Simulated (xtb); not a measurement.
Br$_{3}$In, triplet, from a rough starting geometry (GFN-xTB shapes and energies of metal compounds can be far from the true ones) (a higher spin typed on purpose: for a closed-shell molecule this is an excited state); GFN2-xTB (xtb).

Here is a job for xtb.
```
$ xtb mol.xyz --gfn 2 --uhf 2 --opt vtight --json

# file mol.xyz
4

In    -0.02692233    -0.00330511     0.00566807
Br    -1.97149974    -1.51406937    -0.21659423
Br     0.04869547     2.18946215    -1.13001298
Br     2.05728861    -0.75053759     1.31116605
```

Question: What does xtb print? Leave out banner, timings and long lists.

Answer: 
```
   ID    Z sym.   atoms
    1   49 In     1
    2   35 Br     2-4

           -------------------------------------------------
          |                Calculation Setup                |
           -------------------------------------------------

           -------------------------------------------------
          |                 G F N 2 - x T B                 |
           -------------------------------------------------

          ...................................................
          :                      SETUP                      :
          :.................................................:
          :  # basis functions                  40          :
          :  # atomic orbitals                  36          :
          :  # shells                           12          :
          :  # electrons                        24          :
          :  max. iterations                   250          :
          :  Hamiltonian                  GFN2-xTB          :
          :  restarted?                      false          :
          :  GBSA solvation                  false          :
          :  PC potential                    false          :
          :  electronic temp.          300.0000000     K    :
          :  accuracy                    1.0000000          :
          :  -> integral cutoff          0.2500000E+02      :
          :  -> integral neglect         0.1000000E-07      :
          :  -> SCF convergence          0.1000000E-05 Eh   :
          :  -> wf. convergence          0.1000000E-03 e    :
          :  Broyden damping             0.4000000          :
          :  net charge                          0          :
          :  unpaired electrons                  2          :
          ...................................................

 iter      E             dE          RMSdq      gap      omega  full diag
   1    -13.5057876 -0.135058E+02  0.138E+01    4.10       0.0  T
   2    -13.5345778 -0.287902E-01  0.391E+00    4.55       1.0  T
   3    -13.4330555  0.101522E+00  0.673E+00    4.45       1.0  T
   4    -13.4638312 -0.307757E-01  0.596E+00    4.46       1.0  T
   5    -13.5072859 -0.434547E-01  0.445E+00    4.46       1.0  T
   6    -13.5066768  0.609051E-03  0.511E+00    4.43       1.0  T
   7    -13.5123208 -0.564392E-02  0.438E+00    4.44       1.0  T
   8    -13.5315862 -0.192655E-01  0.351E+00    4.44       1.0  T
   9    -13.5293214  0.226489E-02  0.340E+00    4.45       1.0  T
  10    -13.5359862 -0.666480E-02  0.252E+00    4.46       1.0  T
  11    -13.5186413  0.173449E-01  0.387E+00    4.46       1.0  T
  12    -13.5181401  0.501137E-03  0.485E+00    4.47       1.0  T
  13    -13.5307552 -0.126151E-01  0.446E+00    4.48       1.0  T
  14    -13.5257915  0.496368E-02  0.378E+00    4.50       1.0  T
  15    -13.5058325  0.199590E-01  0.505E+00    4.50       1.0  T
  16    -13.4973274  0.850512E-02  0.519E+00    4.50       1.0  T
  17    -13.5111715 -0.138440E-01  0.415E+00    4.50       1.0  T
  18    -13.5167987 -0.562724E-02  0.380E+00    4.50       1.0  T
  19    -13.5396338 -0.228351E-01  0.223E+00    4.50       1.0  T
  20    -13.5462351 -0.660135E-02  0.141E+00    4.50       1.0  T
  21    -13.5459844  0.250759E-03  0.138E+00    4.50       1.0  T
  22    -13.5498914 -0.390708E-02  0.324E-01    4.50       1.0  T
  23    -13.5498340  0.574702E-04  0.340E-01    4.50       1.0  T
  24    -13.5495761  0.257856E-03  0.435E-01    4.50       1.0  T
  25    -13.5496986 -0.122491E-03  0.379E-01    4.50       1.0  T
  26    -13.5499786 -0.279995E-03  0.183E-01    4.50       1.0  T
  27    -13.5500022 -0.236108E-04  0.122E-01    4.50       1.0  T
  28    -13.5500077 -0.552570E-05  0.817E-02    4.50       1.0  T
  29    -13.5500143 -0.654139E-05  0.568E-02    4.50       1.0  T
  30    -13.5500175 -0.318227E-05  0.466E-02    4.50       1.1  T
  31    -13.5500181 -0.601025E-06  0.336E-02    4.50       1.5  T
  32    -13.5500183 -0.283376E-06  0.228E-02    4.50       2.2  T
  33    -13.5500189 -0.523500E-06  0.122E-02    4.50       4.1  T
  34    -13.5500189 -0.482983E-07  0.619E-03    4.50       8.1  T
  35    -13.5500189 -0.832921E-08  0.259E-03    4.50      19.3  T
  36    -13.5500189 -0.652532E-08  0.159E-03    4.50      31.4  T
  37    -13.5500189 -0.256303E-08  0.827E-04    4.50      60.4  T
  38    -13.5500189 -0.146756E-08  0.199E-04    4.50     251.6  T

   *** convergence criteria satisfied after 38 iterations ***

 transition dipole moment (au) for excitation:          12          13
     X       Y       Z
  -0.0018  -0.0005  -0.0006  total (au/Debye):    0.002   0.005
 dE (eV)             :    2.866
 oscillator strength :  0.39596E-06

         :::::::::::::::::::::::::::::::::::::::::::::::::::::
         ::                     SUMMARY                     ::
         :::::::::::::::::::::::::::::::::::::::::::::::::::::
         :: total energy             -13.540114512793 Eh    ::
         :: gradient norm              0.082017011437 Eh/a0 ::
         :: HOMO-LUMO gap              4.497249588691 eV    ::
         ::.................................................::
         :: SCC energy               -13.550016011137 Eh    ::
         :: -> isotropic ES            0.008031678415 Eh    ::
         :: -> anisotropic ES          0.004785186784 Eh    ::
         :: -> anisotropic XC         -0.014202956378 Eh    ::
         :: -> dispersion             -0.004271420502 Eh    ::
         :: repulsion energy           0.009901498344 Eh    ::
         :: add. restraining           0.000000000000 Eh    ::
         :: total charge               0.000000000752 e     ::
         :::::::::::::::::::::::::::::::::::::::::::::::::::::

      -----------------------------------------------------------
     |                   =====================                   |
     |                        A N C O P T                        |
     |                   =====================                   |
[...]
 * total energy  :   -13.5754287 Eh     change       -0.1576083E-03 Eh
 * total energy  :   -13.5755862 Eh     change       -0.1574618E-03 Eh
 * total energy  :   -13.5779506 Eh     change       -0.2364398E-02 Eh
 * total energy  :   -13.5785020 Eh     change       -0.5514587E-03 Eh
 * total energy  :   -13.5781715 Eh     change        0.3305437E-03 Eh
 * total energy  :   -13.5784901 Eh     change       -0.3186350E-03 Eh
 * total energy  :   -13.5785339 Eh     change       -0.4379529E-04 Eh
 * total energy  :   -13.5785365 Eh     change       -0.2594817E-05 Eh
 * total energy  :   -13.5785360 Eh     change        0.5479591E-06 Eh
 * total energy  :   -13.5785370 Eh     change       -0.1055499E-05 Eh
 * total energy  :   -13.5785369 Eh     change        0.6381486E-07 Eh
 * total energy  :   -13.5785371 Eh     change       -0.1630383E-06 Eh
 * total energy  :   -13.5785371 Eh     change       -0.4055169E-08 Eh
   *** GEOMETRY OPTIMIZATION CONVERGED AFTER 27 ITERATIONS ***
[...]
   1    -13.5800148 -0.135800E+02  0.141E-04    7.36       0.0  T
   2    -13.5800148  0.834563E-08  0.185E-03    7.36      27.0  T
   3    -13.5800148 -0.839258E-08  0.226E-05    7.36    2210.6  T
   4    -13.5800148  0.108358E-11  0.278E-05    7.36    1800.2  T

   *** convergence criteria satisfied after 4 iterations ***

 transition dipole moment (au) for excitation:          12          13
     X       Y       Z
  -0.0001  -0.0001   0.0000  total (au/Debye):    0.000   0.000
 dE (eV)             :    0.897
 oscillator strength :  0.26605E-09

         :::::::::::::::::::::::::::::::::::::::::::::::::::::
         ::                     SUMMARY                     ::
         :::::::::::::::::::::::::::::::::::::::::::::::::::::
         :: total energy             -13.578537116709 Eh    ::
         :: gradient norm              0.000003140459 Eh/a0 ::
         :: HOMO-LUMO gap              7.355206534039 eV    ::
         ::.................................................::
         :: SCC energy               -13.580012118195 Eh    ::
         :: -> isotropic ES            0.009254597665 Eh    ::
         :: -> anisotropic ES          0.002673875669 Eh    ::
         :: -> anisotropic XC         -0.005140265020 Eh    ::
         :: -> dispersion             -0.004436652941 Eh    ::
         :: repulsion energy           0.001475001486 Eh    ::
         :: add. restraining           0.000000000000 Eh    ::
         :: total charge              -0.000000000000 e     ::
         :::::::::::::::::::::::::::::::::::::::::::::::::::::

           -------------------------------------------------
          |                Property Printout                |
           -------------------------------------------------

    * Orbital Energies and Occupations

         #    Occupation            Energy/Eh            Energy/eV
      -------------------------------------------------------------
         1        2.0000           -0.8617352             -23.4490
         2        2.0000           -0.8617332             -23.4490
         3        2.0000           -0.8605443             -23.4166
         4        2.0000           -0.5582098             -15.1897
         5        2.0000           -0.4674367             -12.7196
         6        2.0000           -0.4674325             -12.7195
         7        1.9999           -0.4586516             -12.4805
         8        1.9997           -0.4575668             -12.4510
         9        1.9997           -0.4575635             -12.4509
        10        1.7018           -0.4507665             -12.2660
        11        1.7016           -0.4507658             -12.2660
        12        1.5974           -0.4503282             -12.2541
        13        1.0000           -0.4173576             -11.3569 (HOMO)
        14                         -0.1470587              -4.0017 (LUMO)
        15                         -0.1470325              -4.0010
        16                         -0.1083480              -2.9483
        17                         -0.0106086              -0.2887
        18                         -0.0106009              -0.2885
        19                         -0.0036787              -0.1001
        20                          0.0016193               0.0441
        21                          0.0016196               0.0441
        22                          0.0030176               0.0821
        23                          0.0076403               0.2079
        24                          0.0076420               0.2079
       ...                                ...                  ...
        36                          1.1646014              31.6904
      -------------------------------------------------------------
                  HL-Gap            0.2702989 Eh            7.3552 eV
             Fermi-level           -0.3660808 Eh           -9.9616 eV

     #   Z          covCN         q      C6AA      α(0)
     1  49 In       2.312     0.313   296.828    34.645
     2  35 Br       0.771    -0.104   187.387    22.070
     3  35 Br       0.771    -0.104   187.387    22.070
     4  35 Br       0.771    -0.104   187.387    22.070

 Mol. C6AA /au·bohr⁶  :       3376.141086
 Mol. C8AA /au·bohr⁸  :     285208.671311
 Mol. α(0) /au        :        100.853761

Wiberg/Mayer (AO) data.
largest (>0.10) Wiberg bond orders for each atom

 ---------------------------------------------------------------------------
     #   Z sym  total        # sym  WBO       # sym  WBO       # sym  WBO
 ---------------------------------------------------------------------------
     1  49 In   2.060 --     3 Br   0.687     2 Br   0.687     4 Br   0.687
     2  35 Br   0.982 --     1 In   0.687     4 Br   0.148     3 Br   0.148
     3  35 Br   0.982 --     1 In   0.687     4 Br   0.148     2 Br   0.148
     4  35 Br   0.982 --     1 In   0.687     2 Br   0.148     3 Br   0.148
 ---------------------------------------------------------------------------

Topologies differ in total number of bonds
Writing topology from bond orders to xtbtopo.mol

molecular dipole:
                 x           y           z       tot (Debye)
 q only:       -0.271       0.302       0.627
   full:       -0.530       0.591       1.226       3.713
molecular quadrupole (traceless):
                xx          xy          yy          xz          yz          zz
 q only:       -1.283      -0.890      -1.073      -1.871       2.107       2.356
  q+dip:       -2.894      -2.022      -2.424      -4.242       4.771       5.318
   full:       -3.097      -2.170      -2.595      -4.549       5.113       5.692

optimized geometry written to: xtbopt.xyz

           -------------------------------------------------
          | TOTAL ENERGY              -13.578537116709 Eh   |
          | GRADIENT NORM               0.000003140459 Eh/α |
          | HOMO-LUMO GAP               7.355206534039 eV   |
           -------------------------------------------------

normal termination of xtb
```
